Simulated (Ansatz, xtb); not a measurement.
Ligand exchange: GeH3(CH3) + C2H2S → GeH3(SH) + C3H4

Species: GeH3(CH3) (methyl germane), singlet; C2H2S `C#CS`, singlet; GeH3(SH), singlet; C3H4 (propyne) `C#CC`, singlet. The partners trade CH3 for SH: Ge–CH3 and C–SH bonds give way to Ge–SH and C–CH3.

Shapes, held fixed at every level: PBE0-D4/def2-TZVP. Programs: Ansatz 0.2.0, xtb 6.7.1, xtb 6.7.1 later snapshot. The zero-point and thermal change to 298 K, harmonic and unscaled (PBE0-D4/def2-TZVP), is +3.4 kJ/mol.

| level | kind | ΔH(298 K) (kJ/mol) | less CCSD(T)/def2-TZVPP |
| --- | --- | --- | --- |
| GFN2-xTB | semi-empirical | -125.6 | -52.4 |
| HF/def2-TZVPP | Hartree–Fock | -90.7 | -17.5 |
| r2SCAN-D4/def2-TZVPP | meta-GGA | -74.0 | -0.8 |
| B3LYP-D4/def2-TZVPP | global hybrid | -75.3 | -2.1 |
| PBE0-D4/def2-TZVPP | global hybrid | -76.4 | -3.2 |
| wB97M-V/def2-TZVPP | range-separated hybrid | -76.5 | -3.3 |
| CCSD/def2-SVP | coupled cluster or CI | -81.3 | -8.1 |
| CCSD(T)/def2-TZVPP | coupled cluster or CI | -73.2 | 0.0 |

The highest level, CCSD(T)/def2-TZVPP, gives ΔH(298 K) = -73.2 kJ/mol; the levels span -125.6 to -73.2. The column of differences is taken from that level and isn't an error. No measured value is set beside it here. Relativity is left out for Ge. Outer-core shells of Ge are correlated in most correlated rows, in sets that cover them unevenly.
